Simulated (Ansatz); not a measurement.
sulfur tetrafluoride anion (F4S), SMILES FS(F)(F)F (connectivity only; charge and spin as stated), charge -1, multiplicity 2.

Geometry: r2SCAN-D4/def2-SVPD. The spin state was assumed, not searched.

Two levels are set side by side: PBE/def2-SVPD (Ansatz, an electronic-structure program) and PBE0/def2-SVPD (Ansatz). Energy differences of separate SCF runs at the same geometry; the states with an electron removed or added have multiplicity 1. Differences are taken from unrounded values.

```
quantity                         PBE0
-------------------------------  ----
vertical ionisation energy (eV)  3.61
```

Question: What does PBE give, and how far is it from PBE0? (The exact figures need the calculation; the answer reports its results.)

Answer: 
```
quantity                          PBE  PBE minus PBE0
-------------------------------  ----  --------------
vertical ionisation energy (eV)  3.11           -0.50
```
